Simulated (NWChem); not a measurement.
System meant: MgSiH$_{3}$Cl; SMILES [Mg]([SiH3])[Cl]

Here is an NWChem input.

```
start job
memory heap 200 mb stack 900 mb global 1100 mb
geometry units angstroms noautosym nocenter noautoz
  Mg    -0.050464    -0.307855     0.000077
  Cl    -0.397051    -2.491691    -0.000383
  Si     0.349478     2.224272     0.000583
  H     -0.929248     2.995617    -0.145894
  H      1.245351     2.654409    -1.123648
  H      0.994478     2.693393     1.271557
end
basis spherical
  Mg library 6-31g*
  Cl library 6-31g*
  Si library 6-31g*
  H library 6-31g*
end
dft
  xc m06-l
  iterations 150
end
property
  shielding 4 1 2 3 4
end
task dft property
```

End of the output:

```
 Vector   26  Occ=0.000000D+00  E=-4.235235D-02
              MO Center=  8.3D-02,  3.2D-01,  3.9D-03, r^2= 5.3D+00
   Bfn.  Coefficient  Atom+Function         Bfn.  Coefficient  Atom+Function
  ----- ------------  ---------------      ----- ------------  ---------------
     7      0.492372  1 Mg px                11      0.434957  1 Mg px
    56      0.396999  4 H  s                 47      0.296168  3 Si px
    58     -0.199410  5 H  s                 60     -0.198076  6 H  s
     3     -0.156833  1 Mg px                29     -0.145927  2 Cl px
    25     -0.141583  2 Cl px                43      0.130885  3 Si px

 center of mass
 --------------
 x =  -0.08395991 y =  -0.50163002 z =   0.00014275

 moments of inertia (a.u.)
 ------------------
        1349.261491166107        -210.265595133470          -0.042865832359
        -210.265595133470          54.161440131109          -0.271632004794
          -0.042865832359          -0.271632004794        1382.543350018660

     Multipole analysis of the density
     ---------------------------------

     L   x y z        total         alpha         beta         nuclear
     -   - - -        -----         -----         ----         -------
     0   0 0 0     -0.000000    -23.000000    -23.000000     46.000000

     1   1 0 0      0.101833      1.139552      1.139552     -2.177270
     1   0 1 0      0.634981      6.525032      6.525032    -12.415084
     1   0 0 1      0.000216     -0.004229     -0.004229      0.008674

     2   2 0 0    -27.676395    -27.807981    -27.807981     27.939566
     2   1 1 0     -2.113584    -56.565787    -56.565787    111.017989
     2   1 0 1     -0.000396     -0.011200     -0.011200      0.022005
     2   0 2 0    -40.677503   -376.051722   -376.051722    711.425941
     2   0 1 1     -0.002337     -0.071219     -0.071219      0.140101
     2   0 0 2    -27.341070    -18.849890    -18.849890     10.358709

          -----------------------------------------
          Chemical Shielding Tensors (GIAO, in ppm)
          -----------------------------------------

 ------------------------------------------------------------------------
  xm06: d2 not coded                    0
 ------------------------------------------------------------------------
 ------------------------------------------------------------------------
  current input line :
    24: task dft property
 ------------------------------------------------------------------------
 ------------------------------------------------------------------------
 This error has not yet been assigned to a category
 ------------------------------------------------------------------------
 For more information see the NWChem manual at https://nwchemgit.github.io

0: xm06: d2 not coded:Received an Error in Communication
```

What is wrong, and how is it mended?

The run crashed. Cause: this functional's second derivatives, which shieldings need, aren't coded here; the fix takes a hybrid GGA instead. This input runs:
```
start job
memory heap 200 mb stack 900 mb global 1100 mb
geometry units angstroms noautosym nocenter noautoz
  Mg    -0.050464    -0.307855     0.000077
  Cl    -0.397051    -2.491691    -0.000383
  Si     0.349478     2.224272     0.000583
  H     -0.929248     2.995617    -0.145894
  H      1.245351     2.654409    -1.123648
  H      0.994478     2.693393     1.271557
end
basis spherical
  Mg library 6-31g*
  Cl library 6-31g*
  Si library 6-31g*
  H library 6-31g*
end
dft
  xc pbe0
  iterations 150
end
property
  shielding 4 1 2 3 4
end
task dft property
```
It converges to -951.20527 Ha (PBE0/6-31G* (spherical d), GIAO).
